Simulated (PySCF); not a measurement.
HfO, SMILES [Hf]=[O], multiplicity 1. Atoms are numbered in the order given.

```xyz
2

Hf     0.0000     0.0000    -0.1722
O      0.0000     0.0000     1.5497
```
Charge 0, spin multiplicity 1.

Coordinates come from a PBE0-D3(BJ)/def2-TZVPD optimisation. The spin state was assumed, not searched. The def2 effective core potentials stand for the cores of Hf; spin–orbit coupling is left out.

Calculation: TDA-B3LYP/def2-TZVPD run with PySCF.

Vertical excitations; the highest root listed may be one member of a degenerate set. Gas-phase values at a fixed geometry. State labels are in the subgroup C2v.

Computed lowest excited states:
```tsv
state	symmetry	energy (eV)	λ (nm)	f	main pairs
S1	A1	2.11	587	0.000	HOMO→LUMO (degenerate set)
S2	A2	2.11	587	0.000	HOMO→LUMO+1 (degenerate set)
S3	B1	3.41	363	0.230	HOMO→LUMO+2 (degenerate set)
S4	B2	3.41	363	0.230	HOMO→LUMO+3 (degenerate set)
S5	A1	3.95	314	0.291	HOMO→LUMO+4 98 %
S6	B1	4.92	252	0.000	HOMO−2→LUMO+1, HOMO−3→LUMO (degenerate set)
S7	B2	4.92	252	0.000	HOMO−3→LUMO+1, HOMO−2→LUMO (degenerate set)
S8	A1	4.99	249	0.000	HOMO−1→LUMO (degenerate set)
S9	A2	4.99	249	0.000	HOMO−1→LUMO+1 (degenerate set)
S10	B1	4.99	248	0.313	HOMO→LUMO+5 68 %, HOMO−3→LUMO 12 %, HOMO−2→LUMO+1 12 %
T1	A1	0.94	1320	0	HOMO→LUMO (degenerate set)
T2	A2	0.94	1320	0	HOMO→LUMO+1 (degenerate set)
T3	B2	2.15	578	0	HOMO→LUMO+3 (degenerate set)
T4	B1	2.15	578	0	HOMO→LUMO+2 (degenerate set)
```
Triplets are in the Tamm–Dancoff approximation.
